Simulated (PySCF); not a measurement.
# How methods differ on the excitation energy of Mg⁺

Mg⁺ [Ne] 3s1 (2S) → Mg⁺ [Ne] 3p1 (2P), as a difference of total energies. Calculation: PySCF 2.14, in aug-cc-pV5Z (8s7p5d4f3g2h, 131 functions); no relativity, point nucleus. The calculations carry no spin-orbit coupling.

```tsv
method	excitation energy (eV)
UHF	4.277
LDA	4.219
PBE	4.058
PBE0	4.116
r2SCAN	4.023
revPBE	3.964
M06-2X	4.288
BHandHLYP	4.303
```

For comparison: 4.43 eV (measured; NIST levels, between the centres of gravity of the two terms).
